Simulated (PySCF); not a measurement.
Vertical excitation energies

C₇H₇N.
Numbering: `[CH2:1]=[CH:2][C@@H:3]1[C@H:4]2[C@@H:5]([C:6]#[N:7])[C@@H:8]12` (hydrogens: H9, H10 on C1; H11 on C2; H12 on C3; H13 on C4; H14 on C5; H15 on C8)

Geometry (GFN2-xTB, Å), atoms numbered from 1 in this order:
```
atom  x, y, z in Å
C1     1.8420    1.8396    0.6543
C2     0.5481    1.5955    0.7490
C3    -0.0325    0.2262    0.7656
C4     0.0940   -0.6362   -0.4595
C5    -1.0512   -1.5633   -0.1455
C6    -1.0587   -2.3320    1.0556
N7    -1.0758   -2.9625    2.0110
C8    -1.2230   -0.0671   -0.0998
H9     2.5611    1.0407    0.5772
H10    2.2367    2.8411    0.6552
H11   -0.1617    2.4089    0.8311
H12    0.0251   -0.2630    1.7373
H13    0.7367   -0.5906   -1.3116
H14   -1.5067   -2.0920   -0.9801
H15   -1.9385    0.5627   -0.5827
```

Method used: TDDFT PBE0/def2-SVPD, vertical, gas phase, core orbitals frozen in the response (PySCF).

| state | E (eV) | E (kJ/mol) | λ (nm) | f | main configurations (H = HOMO, L = LUMO) |
| --- | --- | --- | --- | --- | --- |
| S1 | 6.62 | 638 | 187.4 | 0.052 | H→L (68%), H-1→L (30%) |
| S2 | 7.26 | 700 | 170.9 | 0.031 | H-2→L (43%), H-1→L (18%) |
| S3 | 7.31 | 706 | 169.6 | 0.0086 | H→L+1 (52%), H→L+2 (36%) |
| S4 | 7.40 | 714 | 167.5 | 0.0095 | H→L+2 (43%), H→L+1 (34%) |
| S5 | 7.49 | 722 | 165.6 | 0.171 | H-1→L (27%), H-3→L (14%), H→L (14%) |
| S6 | 7.56 | 729 | 164.1 | 0.024 | H→L+3 (73%), H-1→L+1 (10%) |
| S7 | 7.66 | 739 | 161.9 | 0.042 | H-3→L (35%), H-1→L+2 (19%), H-2→L (11%) |
| S8 | 7.76 | 749 | 159.8 | 0.013 | H→L+4 (84%) |

Triplets, Tamm–Dancoff:

```csv
state,E (eV),λ (nm),"main configurations (H = HOMO, L = LUMO)"
T1,4.33,286.1,"H→L (72%), H-1→L (20%)"
T2,6.23,199.0,"H-2→L+2 (39%), H-2→L+1 (9%)"
T3,6.56,188.9,"H-1→L (55%), H→L (16%)"
```

The lowest singlet lies at 6.62 eV (187 nm, vacuum ultraviolet) and is of moderate strength; its leading configuration is HOMO→LUMO (68%). The strongest level in the table is S5 at 7.49 eV (166 nm, f = 0.171). Löwdin shares by element: HOMO carbon 72% or more (atoms not listed hold the other 28%); LUMO carbon 72% or more, hydrogen 6% or more (atoms not listed hold the other 22%). The listed states span 1.14 eV, and the widest gap between neighbours is 0.64 eV (S1 to S2). Orbital energies (eV): HOMO-3 -9.48, HOMO-2 -8.85, HOMO-1 -8.49, HOMO -7.85, LUMO -0.32, LUMO+1 0.58, LUMO+2 0.62. Weighted by f, the mean energy of these states is 7.37 eV. The window holds the lowest 8 singlets.

On one thread, Arm Neoverse V1 (aarch64), shared host with 32 logical CPUs at a one-minute load of 17, this took 41 s of wall time and 0.85 GiB of memory at its peak.

One conformer stands for the species.
